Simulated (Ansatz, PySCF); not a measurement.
Stretching the Zn1–H2 bond in H2SeZn (SMILES [ZnH][SeH]) (multiplicity 1 held, fragments rigid). Energies count from the point at 1.536 Å.
Geometry at that point (charge 0, multiplicity 1):
```xyz
4

Zn    -0.7092    -0.5098    -0.8288
H     -1.6137    -1.1646    -1.8828
Se     0.6540     0.5053     0.7407
H      0.6550    -0.7187     1.5618
```

R- and RO- levels are restricted; in cc, def2 and unpolarised 6-31G sets they are followed outwards from rest. Unrestricted levels (U-) break spin symmetry where that is lower. Curves can end on different states.

Rows in 3-21G carry no dispersion term and start afresh at each structure; the Pople sets are all-electron and without relativity.

The values were computed with Ansatz (Gaussian orbitals); PySCF for 3-21G rows. Values without a source in brackets are computed.

What energy at R = 4.914 Å does U-B3LYP/def2-TZVPP give?

77.3 kcal/mol

What energy at R = 4.914 Å does R-HF/3-21G give?

144.6 kcal/mol

Estimate the energy at R = 4.914 Å that R-B3LYP/def2-TZVPP returns for this input.

108.0 kcal/mol

Doubts at one or more of the structures used: a restricted determinant that unrestricted orbitals would lower (R-HF/3-21G, R-B3LYP/def2-TZVPP); a spin-contaminated determinant (U-B3LYP/def2-TZVPP).

Ansatz is a first-principles code.
